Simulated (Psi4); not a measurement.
ClTl (SMILES [Cl][Tl]), singlet, at a GFN2-xTB geometry (such geometries of metal compounds can be far from the true shape) (core potentials on Tl). Base run: HF/def2-SV(P) (Psi4).

Input for Psi4:
```
memory 2 GB

molecule mol {
0 1
Tl   -0.000000   -0.000000   -0.449804
Cl    0.000000    0.000000    2.143186
}

set {
  basis def2-sv(p)
  reference rhf
  stability_analysis check
  scf_type pk
}

energy('scf')
print_variables()
```

The bond that is stretched is that between atoms 2 and 1. A test that says stable can miss a lower solution.

Each row names what was changed in the base input (with any setting that the change needs).

```
change                                                     ΔE vs base (kcal/mol)  <S^2>        outcome
---------------------------------------------------------  ---------------------  -----  -------------
base                                                                       0.000  0.000      converged
stability_analysis = follow; reference = uhf                               0.000  0.000      converged
bond × 1.25                                                                22.97  0.000      converged
stability_analysis = follow; reference = uhf; bond × 1.25                  22.97  0.000      converged
bond × 1.5                                                                 48.93  0.000      converged
stability_analysis = follow; reference = uhf; bond × 1.5                   48.93  0.000      converged
bond × 1.8                                                                  72.0  0.000      converged
stability_analysis = follow; reference = uhf; bond × 1.8                       -      -  not converged
bond × 2.2                                                                  91.6  0.000      converged
stability_analysis = follow; reference = uhf; bond × 2.2                       -      -  not converged
bond × 3.0                                                                 110.7  0.000      converged
stability_analysis = follow; reference = uhf; bond × 3.0                       -      -  not converged
```

Psi4 reported an instability in these rows: stability_analysis = follow; reference = uhf; bond × 1.8; stability_analysis = follow; reference = uhf; bond × 2.2; stability_analysis = follow; reference = uhf; bond × 3.0 (restricted rows aren't judged here).

Where a bond breaks into two radicals, a solution with restricted orbitals usually stops being the lowest and lies too high; an unrestricted one lies lower at the price of spin contamination, which <S^2> shows.
